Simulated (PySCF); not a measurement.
C₃H₄BF₃, SMILES C/C(F)=C\B(F)F.

Coordinates come from a PBE-D3(BJ)/def2-SVP optimisation. The structure was generated by enumeration; whether it is a known compound was not checked. Other conformers were not sampled.

Computed with TDDFT-CAM-B3LYP/def2-SVPD (PySCF 2.14.0).

Vertical excitations. Gas-phase values at a fixed geometry. State labels are in the subgroup Cs.

```
state  symmetry  energy (eV)  λ (nm)      f                                                             main pairs
-----  --------  -----------  ------  -----  ---------------------------------------------------------------------
S1           A'         6.25     198  0.421                                                         HOMO→LUMO 98 %
S2           A"         7.41     167  0.019                                                       HOMO→LUMO+1 91 %
S3           A"         7.76     160  0.005                                                       HOMO−1→LUMO 96 %
S4           A"         7.84     158  0.000                                                       HOMO−2→LUMO 94 %
S5           A"         8.45     147  0.006                                     HOMO→LUMO+2 62 %, HOMO→LUMO+4 28 %
S6           A"         8.70     142  0.004  HOMO→LUMO+4 42 %, HOMO→LUMO+2 29 %, HOMO→LUMO+3 12 %, HOMO→LUMO+9 7 %
S7           A"         8.87     140  0.000                                                       HOMO−3→LUMO 94 %
S8           A"         8.97     138  0.027                                                       HOMO→LUMO+3 78 %
S9           A'         9.23     134  0.087                                                       HOMO→LUMO+5 90 %
S10          A"         9.39     132  0.000                                                       HOMO−5→LUMO 92 %
T1           A'         3.76     329      0                                                         HOMO→LUMO 95 %
T2           A"         7.19     172      0                                     HOMO−1→LUMO 74 %, HOMO→LUMO+1 18 %
T3           A"         7.26     171      0                                     HOMO→LUMO+1 72 %, HOMO−1→LUMO 19 %
T4           A"         7.48     166      0                                                       HOMO−2→LUMO 88 %
```
Triplets are in the Tamm–Dancoff approximation, which puts them higher than full response would, so one can lie above its singlet here.
